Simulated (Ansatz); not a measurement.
Program: Ansatz. Geometries: PBE0-D4/def2-TZVP. ΔE: electronic, gas phase. CCSD(T)/CBS adds triple-zeta CCSD(T) − MP2 to the extrapolated MP2 energy (def2 sets, frozen cores). This one scheme is used for every species. DFT in def2-TZVPP. HSE06 is defined as in plane-wave codes. One conformer a species, not always the lowest.

`C[S][Al]([CH3])[F]` + CH₄ → `[CH3][Al]([CH3])[F]` + CH₃SH  (formal exchange of groups at the Al–S bond)

`C[S][Al]([CH3])[F]`:

Z-matrix (Å, degrees):
```
C
S 1 1.824
H 1 1.089 2 108.6
H 1 1.089 2 108.8 3 -118.8
H 1 1.089 2 112.3 3 120.4
Al 2 2.166 1 101.1 3 -123.1
F 6 1.651 2 115.0 1 -179.8
C 6 1.940 2 124.9 1 0.3
H 8 1.094 6 111.7 2 -59.3
H 8 1.094 6 111.7 2 60.7
H 8 1.092 6 110.3 2 -179.4
```

CH₄:

Cartesian coordinates in Å:
```
C 0.000 0.000 0.000
H 0.849 -0.386 0.564
H -0.122 -0.580 -0.914
H 0.177 1.045 -0.253
H -0.904 -0.079 0.604
```

`[CH3][Al]([CH3])[F]`:

Cartesian coordinates in Å:
```
C 1.069 -1.359 0.298
Al 0.447 0.406 -0.225
C -1.382 1.053 -0.136
F 1.578 1.474 -0.800
H 2.137 -1.495 0.114
H 0.886 -1.537 1.363
H 0.529 -2.143 -0.243
H -1.453 1.935 0.509
H -2.077 0.301 0.246
H -1.734 1.365 -1.125
```

CH₃SH:

Z-matrix (Å, degrees):
```
C
S 1 1.806
H 1 1.089 2 111.5
H 1 1.089 2 111.5 3 -123.8
H 1 1.090 2 106.2 3 118.1
H 2 1.342 1 97.1 3 61.9
```

| level | ΔE (kJ/mol) | difference from CCSD(T)/CBS |
| --- | --- | --- |
| PBE-D4 | 110.9 | -1.6 |
| r2SCANh-D4 | 114.6 | 2.1 |
| HSE06-D4 | 112.1 | -0.4 |
| ωB97X-V | 108.8 | -3.7 |
| ωB97M-V | 108.0 | -4.5 |
| r2SCANh | 113.4 | 0.9 |
| BHLYP | 108.3 | -4.2 |
| RPA@PBE/def2-TZVPP | 106.5 | -6.0 |
| MP2/def2-SVP | 115.1 | 2.6 |
| MP2/def2-TZVPP | 114.8 | 2.3 |
| CCSD(T)/CBS | 112.5 | 0 |

Largest T1 diagnostic among the species: 0.011.

The D4 term adds +6.0 kJ/mol with B3LYP and +3.4 kJ/mol with PBE0; it sums over pairs of atoms, weighted by their polarisabilities, and B3LYP, whose exchange is more repulsive, gets the larger term. Leaving LDA and LC-ωPBE aside and taking each functional with its dispersion term where it has one, the values, not all of them listed here, spread over 6.6 kJ/mol, from ωB97M-V to r2SCAN-D4.

B3LYP here is the variant with VWN-RPA as its local correlation; programs differ in this.
